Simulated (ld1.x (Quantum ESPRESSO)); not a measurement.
**Ga (Z = 31): ultrasoft pseudisation with PBE, scalar-relativistic reference atom.**

gallium (Ga), ultrasoft, made with ld1.x (Quantum ESPRESSO) 7.5 (PBE, scalar-relativistic). Core [Ar] 3d10, reference 4s2 4p1. Waves: 4s (bound): rcut 1.45, rcutus 1.95 bohr; 4s channel at 1.05 Ry: rcut 1.45, rcutus 1.95 bohr; 4p (bound): rcut 2.10, rcutus 2.45 bohr; 4p channel at 1.8 Ry: rcut 2.10, rcutus 2.45 bohr; 4d channel at 0.45 Ry: rcut 1.50, rcutus 2.05 bohr; 4d channel at 1 Ry: rcut 1.50, rcutus 2.05 bohr. Local part: all-electron potential smoothed inside 2.25 bohr (lloc = -1). Core correction: Bessel-smoothed model core inside 1.10 bohr. Augmentation charge: built from norm-conserving waves at rcut, not smoothed further.

(1) Estimate the cutoffs (Ry, on a coarse ladder) from which the occupation-weighted sum of valence levels, in a spherical-Bessel basis at the reference potential, stays within 10 and 1 mRy of its value at 400 Ry.

(2) Does the potential have ghost states?

(3) Is the overlap operator S = 1 + Σ q|β⟩⟨β| positive definite (Bessel basis up to 400 Ry)?

(4) Tests: 4s2 4p0; 4s1 4p0; 4s2 4p0.5; 4s2 4p1.3; 4s1 4p1; 4s1 4p2; 4s0 4p3. Which has the largest error in its energy relative to the reference configuration, and how large is it?

## Answers

(1) 6 Ry and 10 Ry.

(2) No extra level below or beside the all-electron valence levels (s, p, d, f tested).

(3) Yes: its lowest eigenvalue is 0.37 (s channel).

(4) 4s1 4p0, with -187 meV (all-electron minus pseudo) on +26.82 eV.
